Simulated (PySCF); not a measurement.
**Correlation energy of In (indium, neutral)**

[Kr] 4d10 5s2 6s1, 2S determinant (an excited configuration). Calculation: PySCF 2.14, in x2c-TZVPPall with one added diffuse shell each of s, p, d, f type (9s7p5d3f, 76 functions); scalar relativity by spin-free X2C-1e. Frozen: [Kr] 4d10; 3 electrons correlated.

MP2 pair energies summed by pair of shells (mhartree):

```csv
pair,energy,share (%)
5s-5s,-22.71,78.5
5s-6s,-6.20,21.5
```

Total MP2 correlation energy: -28.91 mhartree.

Same-spin part -2.31 and opposite-spin part -26.61 mhartree; SCS-MP2 scales them by 1/3 and 6/5 to -32.70 mhartree.
